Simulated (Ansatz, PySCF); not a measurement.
Spin states of O2Os (SMILES [O]=[Os]=[O]), each relaxed with B3LYP-D3(BJ)/def2-TZVP.
State 1 (charge 0, multiplicity 3):
```xyz
3

Os     0.2581    -0.2065     0.2603
O      1.0451     0.3136    -1.1485
O     -1.3363    -0.0597     0.8179
```
State 2 (charge 0, multiplicity 1):
```xyz
3

Os     0.31261    -0.25156     0.31781
O      0.95510     0.32625    -1.12543
O     -1.30088    -0.02732     0.73731
```

| level | energy of the multiplicity-1 state less that of the multiplicity-3 state (kcal/mol) | cost |
|---|---|---|
| SVWN5/def2-TZVPP | 9.08 | ×0.8 |
| PBE/def2-TZVPP | 11.97 | ×1 |
| PBE-D4/def2-TZVPP | 11.94 | ×1 |
| BLYP/def2-TZVPP | 10.71 | ×0.9 |
| BLYP-D3(BJ)/def2-TZVPP | 10.68 | ×0.9 |
| r2SCAN-D4/def2-TZVPP | 17.37 | ×2 |
| B3LYP/def2-TZVPP | 13.59 | ×0.6 |
| PBE0/def2-TZVPP | 16.07 | ×0.9 |
| PBE0-D4/def2-TZVPP | 16.05 | ×0.9 |
| BHLYP/def2-TZVPP | 18.61 | ×1 |
| CAM-B3LYP-D3(BJ)/def2-TZVPP | 15.42 | ×1 |
| wB97X-V/def2-TZVPP | 13.25 | ×3 |
| wB97M-V/def2-TZVPP | 13.73 | ×4 |
| B2PLYP/def2-TZVPP | 10.86 | ×1 |

The rows run from 9.08 (SVWN5/def2-TZVPP) to 18.61 kcal/mol (BHLYP/def2-TZVPP). The dispersion term adds -0.02 in PBE-D4, -0.03 in BLYP-D3(BJ), -0.01 in PBE0-D4. The 9 functionals in def2-TZVPP without D3 or D4 span 9.53, from SVWN5 to BHLYP.

Singlets are restricted, other states unrestricted; no spin–orbit coupling, no relativity up to Kr; see below for the cores. The largest T1 diagnostic is 0.053.

Correlated levels freeze the inner cores; with def2 sets outer-core shells near the valence are correlated too.

Doubts at one or more of the structures used: a restricted determinant that unrestricted orbitals would lower (B2PLYP/def2-TZVPP).

Programs: Ansatz (a first-principles code); PySCF for the dispersion terms. Each number belongs to the level named beside it. In def2 rows elements past Kr take small-core potentials, without spin–orbit coupling.

Costs are rough ratios of core time to PBE/def2-TZVPP (about 10 s over the structures, on one shared machine); a dash marks a level with no comparable run of its own.
